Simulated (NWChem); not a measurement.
# BaCl cation; SMILES [Cl][Ba+]

All runs: NWChem. Geometry: optimised at PBE0/def2-SVP. def2 effective core potentials on Ba; no spin-orbit coupling. Level: PBE0/def2-SVPD; rows give the wavelength of the field.

```json
[
 {"field": "static", "isotropic polarisability (bohr³)": "(withheld)", "anisotropy (bohr³)": "(withheld)"},
 {"field": "1065 nm", "isotropic polarisability (bohr³)": "40.6", "anisotropy (bohr³)": "34.8"},
 {"field": "589 nm", "isotropic polarisability (bohr³)": "41.8", "anisotropy (bohr³)": "36.7"}
]
```

**Question.** What belongs in the gaps?

**Answer.** 
- static, isotropic polarisability (bohr³): 40.1
- static, anisotropy (bohr³): 34.0
